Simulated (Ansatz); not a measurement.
BeC-, multiplicity 4 (lowest of 2S+1 = 2, 4 at CCSD(T)/def2-TZVPP on PBE0 minima; our sources give no spin for the ground state, which may be another), most abundant isotopes (9.0122 and 12.0000 u). Constants from fifth-degree fits in 1/R to seven points on the lowest solution found; no spin–orbit coupling, no relativity up to Kr; ω_e x_e and α_e move by some per cent with the fit.

Frozen-core correlation.

The values were computed with Ansatz (a program for electronic structure) with Gaussian orbitals. Each number belongs to the level named beside it.

```csv
level,r_e (Å),ω_e (cm⁻¹),ω_e x_e (cm⁻¹),α_e (cm⁻¹)
PBE/def2-TZVPP,1.7079,837.4,9.92,0.0177
CCSD(T)/aug-cc-pVQZ,1.7075,796.5,11.2,0.0188
```

Question: Derive the rotational constants, the centrifugal constant, the fundamental, the zero-point energy and the force constant.

Answer: 
μ = 5.14683 u.
- PBE/def2-TZVPP: B_e = 16.8576/(μ r_e²) = 1.1228 cm⁻¹; B₀ = B_e − α_e/2 = 1.1140 cm⁻¹; D = 4B_e³/ω_e² = 8.07e-06 cm⁻¹; fundamental ω_e − 2ω_e x_e = 818 cm⁻¹; zero-point energy ω_e/2 − ω_e x_e/4 = 416 cm⁻¹; k = μ(2πcω_e)² = 213 N/m
- CCSD(T)/aug-cc-pVQZ: B_e = 16.8576/(μ r_e²) = 1.1234 cm⁻¹; B₀ = B_e − α_e/2 = 1.1140 cm⁻¹; D = 4B_e³/ω_e² = 8.94e-06 cm⁻¹; fundamental ω_e − 2ω_e x_e = 774 cm⁻¹; zero-point energy ω_e/2 − ω_e x_e/4 = 395 cm⁻¹; k = μ(2πcω_e)² = 192 N/m

Doubts at one or more of the structures used: a spin-contaminated determinant (CCSD(T)/aug-cc-pVQZ); T1 above 0.05 (CCSD(T)/aug-cc-pVQZ).
